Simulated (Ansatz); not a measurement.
Consider the substitution at a C–Al bond: `C#[C][AlH][CH2]C` + `O[SiH3]` → `C#CO[SiH3]` + `C[CH2][AlH2]`.

Program: Ansatz. Geometries: PBE0-D4/def2-TZVP. ΔE: electronic, gas phase. CCSD(T)/CBS adds triple-zeta CCSD(T) − MP2 to the extrapolated MP2 energy (def2 sets, frozen cores). Functionals use def2-TZVPP. One conformer a species, not always the lowest.

| level | ΔE (kcal/mol) |
| --- | --- |
| PBE-D4 | 34.3 |
| SCS-MP2/def2-TZVPP | 39.8 |
| SCS-MP2/def2-QZVPP | 40.2 |
| CCSD/CBS(def2) | 39.9 |

Problem. What does CCSD(T)/CBS give? (An estimate is asked.)

Solution. The calculation gave: +40.1 kcal/mol. The listed levels differ from it by -5.8, -0.3, 0.1, -0.2 kcal/mol.

Largest T1 diagnostic among the species: 0.013.

From PBE to PBE0 (25 % exact exchange), in def2-TZVPP and without D4, ΔE moves by +0.9 kcal/mol. In def2-TZVPP, CCSD(T) changes the Hartree–Fock value by +2.3 kcal/mol (the triples alone add +0.2 kcal/mol) and MP2 by +3.5 kcal/mol.
